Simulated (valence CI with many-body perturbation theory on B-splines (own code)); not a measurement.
Which ion has this spectrum?

A relativistic CI+MBPT calculation for an atom or ion with 5 electrons gives these levels (eV):

```tsv
J	Parity	E	g
1/2	odd	0.00	0.66
3/2	odd	54.00	1.33
1/2	even	82.57	2.51
3/2	even	116.25	1.71
5/2	even	132.60	1.48
3/2	even	166.10	0.89
1/2	even	175.98	1.10
5/2	even	190.93	1.30
1/2	even	233.67	1.71
3/2	even	235.04	1.25
3/2	odd	264.87	1.59
3/2	odd	306.05	1.27
5/2	odd	317.51	1.19
1/2	odd	341.70	0.66
```

The energies are calculated, and their last digits are not significant.

(1) Which is it?
A. Br30+
B. As28+
C. Se29+
D. Kr31+

Results:

(1) A. Br30+, ground level 2s²2p ²P°_1/2.
